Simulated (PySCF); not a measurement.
# WH⁺: frontier orbitals

BHandHLYP at R = 1.695 Å; basis H def2-TZVPPD, W def2-TZVPPD with ECP60; scalar-relativistic core potentials; PySCF 2.14. State: ⁵Π (quintet), unpaired electrons σ ↑, π ↑, δ ↑↑. Only the outer orbitals are listed, counted within each symmetry, core potentials removing the inner ones.

```
spin  orbital  occ.  ε (eV)  on H (%)         main shells (%)
   α       1π     1  -56.56         0                 100 W p
   α       1π     1  -56.46         0                 100 W p
   α       2σ     1  -56.25         1                 100 W p
   α       3σ     1  -17.63        42   47 W d, 41 H s, 9 W s
   α       1δ     1  -15.23         2          88 W d, 10 W s
   α       2π     1  -15.17         0                  99 W d
   α       1δ     1  -15.16         0                 100 W d
   α       4σ     1  -14.39         0          59 W s, 40 W d
   α       2π     0   -9.21         1                  99 W d
   α       5σ     0   -7.41        25  40 W p, 28 H s, 19 W s
   α       3π     0   -5.70         1                  98 W p
   β       2σ     1  -53.38         1                  99 W p
   β       1π     1  -52.91         0                 100 W p
   β       1π     1  -51.82         0                 100 W p
   β       3σ     1  -17.28        58  57 H s, 24 W d, 15 W s
   β       4σ     0   -8.41         1          71 W s, 24 W d
   β       2π     0   -8.07         1                  99 W d
   β       2π     0   -7.12         1                  98 W d
```

Which are the highest filled and the lowest empty level, where do they sit, and how wide is the gap?

Highest filled α 4σ at -14.39 eV (in %: 59 W s, 40 W d); lowest empty α 2π at -9.21 eV (in %: 99 W d); the gap at BHandHLYP is 5.18 eV.

```json
{
  "bond order (Mayer)": "0.97",
  "⟨S²⟩": "6.015",
  "charge on H (Mulliken, basis-dependent)": "-0.04",
  "charge on H (Löwdin, basis-dependent)": "-0.24",
  "dipole moment (positive dipole points towards W; it is taken about the centre of mass and depends on that origin)": "1.81 D"
}
```

Spin–orbit coupling is left out. The state is the lowest single determinant that the PBE0 search found; with open d or f shells the true ground state can be another one.
